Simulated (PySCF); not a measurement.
C$_{2}$H$_{6}$BF$_{3}$Si, singlet, at a GFN2-xTB geometry; CAMB3LYP/6-31G, polarisability by finite fields (PySCF).

Input for PySCF:
```python
from pyscf import gto, scf, dft

mol = gto.Mole()
mol.atom = '''
    Si    0.60222813   -0.17554100    0.06058487
    F     1.24204822   -0.01142700    1.52112397
    F     0.96156049   -1.70322032   -0.26230577
    F     1.68713652    0.58650342   -0.83912986
    B    -1.25408930    0.36369051   -0.13868610
    C    -2.40665425   -0.66553813    0.14944709
    C    -1.60704639    1.83104571   -0.57698230
    H    -2.24245110   -1.23985810    1.06043360
    H    -2.41549610   -1.40755335   -0.65193813
    H    -3.40290725   -0.23207562    0.19395815
    H    -2.63854799    1.97500565   -0.89010010
    H    -1.44292404    2.48932034    0.27949833
    H    -0.95292398    2.21453225   -1.35859318
'''
mol.basis = '6-31g'
mol.verbose = 4
mol.build()

mf = dft.RKS(mol)
mf.xc = 'camb3lyp'
mf.conv_tol = 1e-11
mf.kernel()
h0, z, done = mf.get_hcore(), mol.intor('int1e_r')[2], []
def energy(F):
    f = mf.copy()
    f.scf_summary = {}
    f.get_hcore = lambda *a: h0 + F * z
    e = f.kernel(mf.make_rdm1())
    done.append(f.converged)
    return e
F = 2e-4
alpha = -(energy(F) + energy(-F) - 2 * mf.e_tot) / F**2
print('alpha_zz =', alpha)
```

**Question.** What does PySCF print? Leave out banner, timings and long lists.

**Answer.** 
```
PySCF version 2.14.0

[INPUT] verbose = 4
[INPUT] num. atoms = 13
[INPUT] num. electrons = 64
[INPUT] charge = 0
[INPUT] spin (= nelec alpha-beta = 2S) = 0
[INPUT] symmetry False subgroup None
[INPUT] Mole.unit = angstrom
[INPUT] Symbol           X                Y                Z      unit          X                Y                Z       unit  Magmom
[...]
nuclear repulsion = 385.9758701087
number of shells = 49
number of NR pGTOs = 202
number of NR cGTOs = 79
basis = 6-31g
ecp = {}

******** <class 'pyscf.dft.rks.RKS'> ********
method = RKS
initial guess = minao
damping factor = 0
level_shift factor = 0
DIIS = <class 'pyscf.scf.diis.CDIIS'>
diis_start_cycle = 1
diis_space = 8
diis_damp = 0
SCF conv_tol = 1e-11
SCF conv_tol_grad = None
SCF max_cycles = 50
direct_scf = True
direct_scf_tol = 1e-13
XC library pyscf.dft.libxc version 7.1.2
    S. Lehtola, C. Steigemann, M. J. T. Oliveira, and M. A. L. Marques,  SoftwareX 7, 1–5 (2018)
XC functionals = camb3lyp
    T. Yanai, D. P. Tew, and N. C. Handy,  Chem. Phys. Lett. 393, 51 (2004)
radial grids:
    Treutler-Ahlrichs [JCP 102, 346 (1995); DOI:10.1063/1.469408] (M4) radial grids

becke partition: Becke, JCP 88, 2547 (1988); DOI:10.1063/1.454033
pruning grids: <function nwchem_prune>
grids dens level: 3
symmetrized grids: False
atomic radii adjust function: <function treutler_atomic_radii_adjust>
small_rho_cutoff = 0
Set gradient conv threshold to 3.16228e-06
Initial guess from minao.
tot grids = 163096
init E= -694.255420888426
[...]
cycle= 1 E= -693.391138070966  delta_E= 0.864  |g|= 0.967  |ddm|= 3.09
[...]
cycle= 2 E= -693.347012526222  delta_E= 0.0441  |g|=  1.2  |ddm|= 1.94
[...]
cycle= 3 E= -693.574780408956  delta_E= -0.228  |g|= 0.0524  |ddm|= 0.956
[...]
cycle= 4 E= -693.575431410613  delta_E= -0.000651  |g|= 0.0262  |ddm|= 0.0809
[...]
cycle= 5 E= -693.575610338445  delta_E= -0.000179  |g|= 0.00252  |ddm|= 0.0268
[...]
cycle= 6 E= -693.575612665229  delta_E= -2.33e-06  |g|= 0.000644  |ddm|= 0.00575
[...]
cycle= 7 E= -693.575612803721  delta_E= -1.38e-07  |g|= 0.00037  |ddm|= 0.00135
[...]
cycle= 8 E= -693.57561282928  delta_E= -2.56e-08  |g|= 0.00011  |ddm|= 0.000394
[...]
cycle= 9 E= -693.575612832023  delta_E= -2.74e-09  |g|= 2.1e-05  |ddm|= 0.000128
[...]
cycle= 10 E= -693.575612832225  delta_E= -2.01e-10  |g|= 2.09e-06  |ddm|= 4.84e-05
[...]
cycle= 11 E= -693.575612832225  delta_E= -4.55e-13  |g|= 1.03e-06  |ddm|= 6.08e-06
[...]
[...]
converged SCF energy = -693.575612832223
[...]
Set gradient conv threshold to 3.16228e-06
init E= -693.575568109419
[...]
cycle= 1 E= -693.575568823471  delta_E= -7.14e-07  |g|= 0.000645  |ddm|= 0.00413
[...]
cycle= 2 E= -693.575568817009  delta_E= 6.46e-09  |g|= 0.000783  |ddm|= 0.00123
[...]
cycle= 3 E= -693.575568913175  delta_E= -9.62e-08  |g|= 4.8e-05  |ddm|= 0.000544
[...]
cycle= 4 E= -693.575568913822  delta_E= -6.47e-10  |g|= 7.55e-06  |ddm|= 7.8e-05
[...]
cycle= 5 E= -693.575568913848  delta_E= -2.64e-11  |g|= 4.94e-06  |ddm|= 1.7e-05
[...]
cycle= 6 E= -693.575568913859  delta_E= -1.02e-11  |g|= 7.35e-07  |ddm|= 5.6e-06
[...]
cycle= 7 E= -693.575568913858  delta_E= 1.14e-12  |g|= 5.16e-07  |ddm|= 1.77e-06
[...]
Extra cycle  E= -693.575568913855  delta_E= 2.27e-12  |g|= 5.55e-07  |ddm|= 9.39e-07
converged SCF energy = -693.575568913855

******** <class 'pyscf.dft.rks.RKS'> ********
method = RKS
initial guess = minao
damping factor = 0
level_shift factor = 0
DIIS = <class 'pyscf.scf.diis.CDIIS'>
diis_start_cycle = 1
diis_space = 8
diis_damp = 0
SCF conv_tol = 1e-11
SCF conv_tol_grad = None
SCF max_cycles = 50
direct_scf = True
direct_scf_tol = 1e-13
XC library pyscf.dft.libxc version 7.1.2
    S. Lehtola, C. Steigemann, M. J. T. Oliveira, and M. A. L. Marques,  SoftwareX 7, 1–5 (2018)
XC functionals = camb3lyp
    T. Yanai, D. P. Tew, and N. C. Handy,  Chem. Phys. Lett. 393, 51 (2004)
radial grids:
    Treutler-Ahlrichs [JCP 102, 346 (1995); DOI:10.1063/1.469408] (M4) radial grids

becke partition: Becke, JCP 88, 2547 (1988); DOI:10.1063/1.454033
pruning grids: <function nwchem_prune>
grids dens level: 3
symmetrized grids: False
atomic radii adjust function: <function treutler_atomic_radii_adjust>
small_rho_cutoff = 0
Set gradient conv threshold to 3.16228e-06
init E= -693.575657555043
[...]
cycle= 1 E= -693.575658269125  delta_E= -7.14e-07  |g|= 0.000645  |ddm|= 0.00413
[...]
cycle= 2 E= -693.575658262777  delta_E= 6.35e-09  |g|= 0.000783  |ddm|= 0.00123
[...]
cycle= 3 E= -693.575658358757  delta_E= -9.6e-08  |g|= 4.81e-05  |ddm|= 0.000544
[...]
cycle= 4 E= -693.575658359404  delta_E= -6.47e-10  |g|= 7.61e-06  |ddm|= 7.8e-05
[...]
cycle= 5 E= -693.575658359434  delta_E= -2.96e-11  |g|= 5e-06  |ddm|= 1.7e-05
[...]
cycle= 6 E= -693.57565835944  delta_E= -6.59e-12  |g|= 7.53e-07  |ddm|= 5.65e-06
[...]
Extra cycle  E= -693.575658359439  delta_E= 1.36e-12  |g|= 6.73e-07  |ddm|= 1.73e-06
converged SCF energy = -693.575658359439
alpha_zz = 40.22121515845356
```
